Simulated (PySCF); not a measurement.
One entry of a table of gas-phase calculations, keyed by method.

```json
{
 "formula": "C5H7NS2",
 "smiles": "N#C[C@H]1CCCSS1",
 "inchi": "InChI=1S/C5H7NS2/c6-4-5-2-1-3-7-8-5/h5H,1-3H2/t5-/m1/s1",
 "charge": 0,
 "multiplicity": 1,
 "geometry_level": "GFN2-xTB",
 "atoms_angstrom": [
  ["N", 2.655, -1.422, 0.586],
  ["C", 2.069, -0.464, 0.373],
  ["C", 1.3, 0.724, 0.131],
  ["C", 0.231, 0.535, -0.95],
  ["C", -0.757, -0.596, -0.648],
  ["C", -1.637, -0.322, 0.564],
  ["S", -0.65, -0.343, 2.106],
  ["S", 0.514, 1.277, 1.722],
  ["H", 1.971, 1.546, -0.129],
  ["H", -0.312, 1.478, -1.059],
  ["H", 0.736, 0.32, -1.895],
  ["H", -1.402, -0.731, -1.519],
  ["H", -0.207, -1.527, -0.489],
  ["H", -2.377, -1.109, 0.693],
  ["H", -2.138, 0.643, 0.492]
 ],
 "electronic_structure_code": "PySCF",
 "results": {
  "GFN2-xTB geometry": {
   "point_group": "C1",
   "rotational_constants_GHz": [1.876, 1.438, 1.22]
  },
  "B3LYP/def2-SVPD ground state and vertical TDDFT (core frozen in the response)": {
   "dipole_D": 4.65,
   "homo_eV": -6.57,
   "lumo_eV": -1.1,
   "S1_eV": 4.29,
   "strongest_line_of_8_singlets_eV": 5.95,
   "T1_tda_eV": 3.66,
   "polarisability_au": 98.5,
   "r2_bohr2_about_centre_of_nuclear_charge": 1152.7,
   "singlets_eV_and_f": [
    [4.29, 0.007],
    [4.84, 0.01],
    [5.3, 0.002],
    [5.62, 0.015],
    [5.81, 0.002],
    [5.95, 0.027],
    [6.1, 0.013],
    [6.44, 0.008]
   ],
   "triplets_tda_eV": [3.66, 4.37, 4.73]
  }
 }
}
```

The rotational constants make it an asymmetric top with κ = (2B − A − C)/(A − C) = -0.34, nearer the prolate limit (−1). The polarisability is 14.59 Å³ as a volume (1 au = 0.148185 Å³), or 1.30 au for each of the 76 electrons.

One conformer stands for the species.
